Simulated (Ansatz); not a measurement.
The same ligand exchange along the group B, Al, Ga, In.

Calculated with Ansatz (gas phase, PBE0-D4/def2-TZVP geometries, no zero-point term in ΔE). CBS: MP2 limit from def2 TZ/QZ plus the TZ coupled-cluster correction, frozen cores. This one scheme is used for every species. Functionals use def2-TZVPP. def2 core potentials past Kr. For Ga, In outer-core shells are correlated without core-valence functions, which leaves a few kJ/mol of doubt a bond. Scalar relativity is left out up to krypton. One conformer a species, not always the lowest.

| reaction | CCSD(T)/CBS(def2) (kcal/mol) |
| --- | --- |
| `NB(S)S` + H–F → `FB(S)S` + NH₃ | -5.1 |
| `[NH2][Al]([SH])[SH]` + H–F → `[F][Al]([SH])[SH]` + NH₃ | -22.0 |
| `[NH2][Ga]([SH])[SH]` + H–F → `[F][Ga]([SH])[SH]` + NH₃ | -9.9 |
| `[NH2][In]([SH])[SH]` + H–F → `[F][In]([SH])[SH]` + NH₃ | ? |

Question: Fill in the missing values. (Estimate.)

Answer: Ansatz gave: `[NH2][In]([SH])[SH]` + H–F → `[F][In]([SH])[SH]` + NH₃: -11.4 kcal/mol.

Largest T1 diagnostic: 0.015, for `[F][In]([SH])[SH]`.
